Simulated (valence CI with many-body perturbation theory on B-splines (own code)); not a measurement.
# Zr X: electric-dipole lines

Calculated by valence CI with perturbative core correlation (CI+MBPT): three valence electrons over a frozen Dirac-Fock core [Ar] 3d10, a basis of 11 s, 11 p, 9 d, 7 f, 5 g, 2 h, 1 i functions for each j, with the one-electron correlation potential Σ1 (screened to all orders), the two-electron term Σ2, the three-electron term Σ3, Breit, model QED; selected single and double excitations, second order for the rest, scaled by the run's own slope (own B-spline code, finite nucleus).

No measured levels were compared; by estimate levels hold to about 250 cm⁻¹ or 0.2 % of their energy and the worst to 1 %, as in measured heavy ions of charge 2 to 7; those with d or f electrons hold less well.

Lines 101 to 150 of 265 in falling wavelength, among levels below 785380 cm⁻¹, chosen from the strongest by gf and those to the six lowest levels. Wavelengths and rates use the calculated energies, so an error of 800 cm⁻¹ moves a line at 391.8 Å by 0.31 % and its rate by three times that or more. Electric multipoles are in the length gauge, E1 and E2 with the static RPA response of the core. Weak lines are less certain than strong ones. Lines between different terms over intervals too small for the method are left out, as are lines whose strength nearly cancels. Where a level lies close to another of its J and parity, the split of strength between their lines is uncertain. The highest levels of a list are the least certain.

Names give the largest LS component (configuration and term), which can be under half, so a name can repeat, a term be missing and a line seem to break the LS rules; names also repeat where a configuration has a term twice. Letters in brackets count levels of one name in rising energy.

```
λ vac (Å)                 Upper            Lower   A (s⁻¹)  S (a.u.)
    391.8  4s.4p.4d 2P°_3/2 [b]    4s2.4d 2D_5/2  7.94e+09  9.42e-01
    389.6  4s.4p.4d 2D°_3/2 [b]    4s2.4d 2D_3/2  4.48e+09  5.23e-01
    389.2  4s.4p.4d 2D°_5/2 [b]    4s2.4d 2D_5/2  1.54e+10  2.70e+00
    387.5  4s.4p.4d 2P°_3/2 [b]    4s2.4d 2D_3/2  1.28e+10  1.46e+00
    384.7         4s.4p2 2P_3/2   4s2.4p 2P°_3/2  2.80e+10  3.14e+00
    383.2       4p3 4S°_3/2 [b]    4s.4p2 4P_1/2  2.44e+09  2.71e-01
    368.4      4s.4p.4d 4F°_3/2    4s.4p2 2D_3/2  4.98e+08  4.91e-02
    364.8         4s.4p2 2P_1/2   4s2.4p 2P°_1/2  5.74e+09  2.75e-01
    362.8      4s.4p.4d 4F°_5/2    4s.4p2 2D_3/2  1.45e+06  2.05e-04
    357.3         4s.4p2 2P_3/2   4s2.4p 2P°_1/2  5.81e+09  5.23e-01
    351.3           4p3 2P°_3/2    4s.4p2 4P_5/2  2.08e+08  1.78e-02
    349.3           4p3 2P°_1/2    4s.4p2 4P_3/2  4.30e+07  1.81e-03
    340.0           4p3 2P°_3/2    4s.4p2 4P_3/2  6.40e+08  4.97e-02
    338.5           4p3 2P°_1/2    4s.4p2 4P_1/2  5.32e+07  2.04e-03
    336.7      4s.4p.4d 4P°_5/2    4s.4p2 2D_5/2  2.08e+09  2.35e-01
    332.3      4s.4p.4d 4P°_5/2    4s.4p2 2D_3/2  1.93e+08  2.10e-02
    330.2        4s2.5p 2P°_1/2    4s2.4d 2D_3/2  1.75e+10  6.21e-01
    329.8           4p3 2P°_3/2    4s.4p2 4P_1/2  1.96e+08  1.39e-02
    329.1  4s.4p.4d 4D°_3/2 [a]    4s.4p2 2D_3/2  1.63e+09  1.15e-01
    329.0         4p2.4d 2D_5/2      4p3 2P°_3/2  1.92e+09  2.02e-01
    328.9     4p2.4d 2P_3/2 [a]      4p3 2D°_5/2  7.28e+09  5.11e-01
    327.1      4s.4p.4d 4D°_1/2    4s.4p2 2D_3/2  7.12e+06  2.46e-04
    326.6      4s.4p.4d 4F°_3/2    4s.4p2 4P_5/2  3.35e+07  2.30e-03
    326.5  4s.4p.4d 2P°_3/2 [a]    4s.4p2 2P_3/2  9.78e+09  6.72e-01
    325.6        4s2.5p 2P°_3/2    4s2.4d 2D_5/2  1.47e+10  1.00e+00
    322.2      4s.4p.4d 4F°_5/2    4s.4p2 4P_5/2  4.24e+08  4.20e-02
    321.7        4s2.4f 2F°_7/2    4s2.4d 2D_5/2  7.60e+10  9.99e+00
    321.0        4s2.4f 2F°_5/2    4s2.4d 2D_5/2  5.66e+09  5.55e-01
    319.3     4p2.4d 2P_3/2 [b]      4p3 2D°_5/2  6.25e+09  4.02e-01
    318.1        4s2.4f 2F°_5/2    4s2.4d 2D_3/2  7.33e+10  6.99e+00
    317.7     4p2.4d 2P_3/2 [b]  4p3 4S°_3/2 [b]  5.19e+09  3.28e-01
    317.0  4s.4p.4d 2D°_3/2 [a]    4s.4p2 2D_5/2  3.66e+09  2.30e-01
    316.8      4s.4p.4d 4F°_3/2    4s.4p2 4P_3/2  2.32e+08  1.46e-02
    316.7      4s.4p.4d 4P°_1/2    4s.4p2 2D_3/2  1.56e+08  4.88e-03
    316.0  4s.4p.4d 4D°_3/2 [b]    4s.4p2 2D_3/2  2.23e+09  1.39e-01
    315.9      4s.4p.4d 4D°_5/2    4s.4p2 2D_3/2  1.52e+09  1.42e-01
    315.7      4s.4p.4d 4F°_7/2    4s.4p2 4P_5/2  1.50e+09  1.87e-01
    315.5  4s.4p.4d 2D°_5/2 [a]    4s.4p2 2D_5/2  2.33e+10  2.17e+00
    314.7         4p2.4d 2G_7/2      4p3 2D°_5/2  1.82e+09  2.24e-01
    313.1  4s.4p.4d 2D°_3/2 [a]    4s.4p2 2D_3/2  2.82e+10  1.71e+00
    312.7      4s.4p.4d 4F°_5/2    4s.4p2 4P_3/2  6.53e+08  5.91e-02
    311.7  4s.4p.4d 2D°_5/2 [a]    4s.4p2 2D_3/2  6.91e+09  6.20e-01
    310.7  4s.4p.4d 2P°_1/2 [a]    4s.4p2 2P_1/2  4.19e+10  1.24e+00
    307.9      4s.4p.4d 4F°_3/2    4s.4p2 4P_1/2  1.69e+08  9.74e-03
    305.4         4p2.4d 2P_1/2  4p3 4S°_3/2 [b]  5.95e+09  1.67e-01
    303.0  4s.4p.4d 2F°_5/2 [a]    4s.4p2 2D_5/2  8.94e+09  7.36e-01
    302.5  4s.4p.4d 2P°_1/2 [b]    4s.4p2 2P_3/2  1.22e+10  3.35e-01
    300.8  4s.4p.4d 2P°_3/2 [a]    4s.4p2 2S_1/2  5.06e+10  2.72e+00
    299.5  4s.4p.4d 2F°_5/2 [a]    4s.4p2 2D_3/2  1.21e+10  9.66e-01
    298.8  4s.4p.4d 2P°_3/2 [b]    4s.4p2 2P_3/2  4.18e+10  2.20e+00
```
